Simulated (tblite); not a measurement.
C6H11NSi.
SMILES with atom numbers: `[CH3:1][n:2]1[cH:3][cH:4][c:5]([CH2:6][SiH3:7])[cH:8]1` (hydrogens: H9, H10, H11 on C1; H12 on C3; H13 on C4; H14, H15 on C6; H16, H17, H18 on Si7; H19 on C8)

Computed with GFN2-xTB (tblite), gas phase: Langevin dynamics at 300 K from the optimised GFN2-xTB geometry, time step 0.5 fs, friction 0.01 fs⁻¹, 2000 steps.

Start geometry:
```
atom  x, y, z in Å
C1     -2.913    0.599    0.725
N2     -1.682    0.224    0.092
C3     -1.436    0.234   -1.243
C4     -0.170   -0.238   -1.459
C5      0.380   -0.564   -0.199
C6      1.753   -1.076    0.062
Si7     3.001    0.359    0.201
C8     -0.582   -0.263    0.731
H9     -3.475    1.264    0.070
H10    -2.708    1.117    1.664
H11    -3.529   -0.280    0.941
H12    -2.175    0.580   -1.940
H13     0.316   -0.347   -2.409
H14     1.757   -1.659    0.985
H15     2.052   -1.746   -0.746
H16     3.005    1.132   -1.042
H17     2.619    1.228    1.316
H18     4.338   -0.192    0.444
H19    -0.561   -0.364    1.799
```

The statistics below take the 31 frames saved every 25 fs from 250 to 1000 fs; their kinetic temperature (all 3N coordinates) averages 310 K.

**Question.** Give the mean, spread and extremes of the bond lengths.

**Answer.** 
| bond | start (Å) | mean (Å) | standard deviation (Å) | shortest (Å) | longest (Å) |
| --- | --- | --- | --- | --- | --- |
| C1–N2 | 1.434 | 1.440 | 0.020 | 1.391 | 1.468 |
| N2–C3 | 1.357 | 1.363 | 0.028 | 1.308 | 1.436 |
| C3–C4 | 1.368 | 1.367 | 0.026 | 1.335 | 1.439 |
| C4–C5 | 1.412 | 1.403 | 0.025 | 1.361 | 1.450 |
| C5–C6 | 1.489 | 1.500 | 0.024 | 1.443 | 1.549 |
| C6–Si7 | 1.907 | 1.916 | 0.039 | 1.836 | 2.027 |
| C5–C8 | 1.372 | 1.374 | 0.021 | 1.339 | 1.419 |
| N2–C8 | 1.362 | 1.356 | 0.022 | 1.308 | 1.393 |
| C1–H9 | 1.090 | 1.093 | 0.026 | 1.050 | 1.143 |
| C1–H10 | 1.091 | 1.102 | 0.041 | 1.018 | 1.171 |
| C1–H11 | 1.095 | 1.102 | 0.030 | 1.045 | 1.149 |
| C3–H12 | 1.073 | 1.073 | 0.024 | 1.024 | 1.110 |
| C4–H13 | 1.072 | 1.077 | 0.022 | 1.037 | 1.131 |
| C6–H14 | 1.091 | 1.097 | 0.038 | 1.023 | 1.167 |
| C6–H15 | 1.091 | 1.094 | 0.029 | 1.046 | 1.140 |
| Si7–H16 | 1.463 | 1.476 | 0.030 | 1.411 | 1.525 |
| Si7–H17 | 1.465 | 1.474 | 0.043 | 1.396 | 1.561 |
| Si7–H18 | 1.466 | 1.481 | 0.041 | 1.397 | 1.564 |
| C8–H19 | 1.073 | 1.077 | 0.028 | 1.028 | 1.138 |

**Question.** Give the same statistics for bond angles, one of each kind among heavy atoms.

**Answer.** 
```json
{"angle": "C1–N2–C3", "start (°)": "126.0", "mean (°)": "125.2", "standard deviation (°)": "3.9", "smallest (°)": "117.9", "largest (°)": "132.7"}
{"angle": "C1–N2–C8", "start (°)": "125.4", "mean (°)": "125.3", "standard deviation (°)": "4.0", "smallest (°)": "118.1", "largest (°)": "133.1"}
{"angle": "C3–N2–C8", "start (°)": "108.5", "mean (°)": "108.5", "standard deviation (°)": "2.1", "smallest (°)": "104.5", "largest (°)": "113.2"}
{"angle": "N2–C3–C4", "start (°)": "108.7", "mean (°)": "108.2", "standard deviation (°)": "1.9", "smallest (°)": "104.4", "largest (°)": "112.8"}
{"angle": "C3–C4–C5", "start (°)": "107.4", "mean (°)": "107.7", "standard deviation (°)": "2.0", "smallest (°)": "103.4", "largest (°)": "113.1"}
{"angle": "C4–C5–C6", "start (°)": "126.6", "mean (°)": "126.9", "standard deviation (°)": "4.4", "smallest (°)": "117.8", "largest (°)": "137.1"}
{"angle": "C4–C5–C8", "start (°)": "106.3", "mean (°)": "106.3", "standard deviation (°)": "2.2", "smallest (°)": "102.0", "largest (°)": "110.2"}
{"angle": "C6–C5–C8", "start (°)": "127.1", "mean (°)": "126.2", "standard deviation (°)": "4.0", "smallest (°)": "118.2", "largest (°)": "133.1"}
{"angle": "C5–C6–Si7", "start (°)": "110.9", "mean (°)": "111.1", "standard deviation (°)": "4.8", "smallest (°)": "99.3", "largest (°)": "121.5"}
{"angle": "N2–C8–C5", "start (°)": "109.1", "mean (°)": "109.0", "standard deviation (°)": "2.2", "smallest (°)": "103.5", "largest (°)": "112.5"}
```

**Question.** How far does each atom move about its mean position (frames aligned on the start, all atoms weighted alike), and what rms force does it feel?

**Answer.** 
```tsv
atom	rms displacement (Å)	rms force (eV/Å)
C1	0.11	1.89
N2	0.12	1.89
C3	0.12	2.15
C4	0.14	1.89
C5	0.13	2.03
C6	0.10	1.75
Si7	0.16	1.28
C8	0.13	1.97
H9	1.07	0.93
H10	0.95	1.33
H11	1.05	1.01
H12	0.20	1.00
H13	0.25	0.87
H14	0.23	1.26
H15	0.21	0.98
H16	0.38	0.64
H17	0.44	0.81
H18	0.36	0.76
H19	0.21	0.93
```

The displacements run from 0.10 to 1.07 Å, the largest at H9.

The run is classical and short, so these are rough statistics of one trajectory.

What follows is the cost of the whole dynamics run. The run took 13 s on an Arm Neoverse V2 with one thread (shared host), and the process peaked at 0.18 GiB of memory.
